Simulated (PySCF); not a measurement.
A spin–spin coupling run with PySCF (density fitting, non-relativistic, gas phase) on `InChI=1S/C4H5BF2/c6-5(7)3-4-1-2-4/h1H,2-3H2`:

```
$ OMP_NUM_THREADS=1 python probes_run.py task.json out

{"job": {"kind": "j", "xc": "CAM-B3LYP", "basis": "pcJ-1"}, "charge": 0, "multiplicity": 1}
F      2.870906     0.828066     0.068801
B      1.898212    -0.062075     0.041531
F      1.977927    -1.055492     0.904734
C      0.684190     0.061880    -0.947153
C     -0.545385     0.179711    -0.140801
C     -1.513306     0.874763     0.377366
C     -1.459349    -0.571979     0.777953
H      0.811017     0.925671    -1.615274
H      0.639834    -0.857963    -1.556802
H     -2.040733     1.817716     0.492520
H     -1.112858    -0.852574     1.786467
H     -2.182440    -1.289360     0.355385
```

Hardware: 1 thread of an Arm Neoverse V1, shared host. The job also computes field gradients.

**Question.** How large is the calculation?

**Answer.** 52 electrons, 239 basis functions and 836 auxiliary functions.

**Question.** How long does it take, and how much memory does it need?

**Answer.** 74 s of wall time, with 13 SCF cycles; peak memory 1.1 GiB. Times on a shared host scatter by some tens of per cent.

**Question.** And these other runs on the same molecule and hardware: spin–spin coupling at B3LYP/def2-TZVP; spin–spin coupling at B3LYP/pcJ-0; spin–spin coupling at B97-2/pcJ-1; spin–spin coupling at BHandHLYP/pcJ-1; spin–spin coupling at KT2/pcJ-1; spin–spin coupling at LDA/pcJ-1?

**Answer.** B3LYP/def2-TZVP: 247 functions, 55 s; B3LYP/pcJ-0: 106 functions, 14 s; B97-2/pcJ-1: 239 functions, 51 s; BHandHLYP/pcJ-1: 239 functions, 58 s; KT2/pcJ-1: 239 functions, 36 s; LDA/pcJ-1: 239 functions, 23 s.
